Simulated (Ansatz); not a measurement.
As$_{2}$, SMILES `[As]#[As]`, relaxed with RKS PBE-D4/def2-SVP in Ansatz from a rough embedded geometry. The force threshold is 0.03 eV/Å; the program also tests the step.

The species carries charge 0 and has multiplicity 1.

Start:

```xyz
2

As   -0.611    0.846    0.085
As    0.611   -0.846   -0.085
```

How much energy does the relaxation release, and in how many steps? (An estimate is asked.)

Ansatz gave: 1.01 kJ/mol, in 2 steps.

Which bonds change most? (Best estimate.)

Computed: As1–As2 from 2.094 to 2.122 Å.

Give the relaxed structure. (Best estimate.)

Computed: 
```xyz
2

As   -0.619    0.857    0.086
As    0.619   -0.857   -0.086
```
